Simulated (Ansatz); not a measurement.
```yaml
atoms:
  - { symbol: C, position_ang: [0.0451, -0.0245, -0.1582] }
  - { symbol: H, position_ang: [-0.0272, 0.9037, 0.5936] }
  - { symbol: H, position_ang: [0.1003, -0.8599, 0.5156] }
```

Basis set: 6-31G (spherical functions). Correlated methods keep 1 orbital frozen. Charge 0, multiplicity 1.

Computed with Ansatz (development build ahead of 0.2.0); each method stands on the lowest determinant of its kind that the runs found. Restricted open shells among the atoms or ions are ROHF, correlated in semicanonical orbitals with singles.

The atomization energy at this shape (free ground-state atoms in the same class of orbitals less the molecule, no zero-point energy) of singlet CH₂:

| method | atomization energy |
| --- | --- |
| RHF-MP2 | 136.25 kcal/mol |

Q: What does RHF give?

A: 109.76 kcal/mol. Caution: another spin multiplicity may lie lower.

This basis has no polarisation functions and is too small for such energies, which can lie far from measured ones in either direction.
